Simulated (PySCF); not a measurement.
Electron correlation in Mn²¹⁺ (manganese, charge +21)

Starting occupation: [He] 2s2. Computed with PySCF 2.14 in an uncontracted even-tempered set (17 s from 1.3 bohr⁻², ratio 2.6; 12 p from 1.7 bohr⁻², ratio 2.6; 7 d from 1.7 bohr⁻², ratio 2.8; 4 f from 36 bohr⁻², ratio 2.8), with X2C-1e with screened-nucleus spin-orbit coupling, Gaussian nucleus. Frozen: nothing; 4 electrons correlated; the 34 highest virtual spinors left out.

MP2 pair energies summed by pair of shells (mhartree):

```csv
pair,energy,share (%)
2s1/2-2s1/2,-157.25,72.9
1s1/2-1s1/2,-42.87,19.9
1s1/2-2s1/2,-15.70,7.3
```

Total MP2 correlation energy: -215.82 mhartree.

The virtual space was cut to 50 spinors, which keep -203.04 of the -215.82 mhartree of MP2 correlation.

| level | correlation energy (mhartree) |
| --- | --- |
| CCSD | -319.38 |
| (T) | -0.52 |
| CCSD(T) | -319.90 |

Diagnostics: T1 = 0.00088, largest double amplitude 0.141.

Cost of the coupled-cluster step: about 9 core-seconds, for 4 occupied and 50 virtual spinors.

The coupled-cluster values are those of the cut space; adding the MP2 remainder, -12.78 mhartree, estimates the full space.
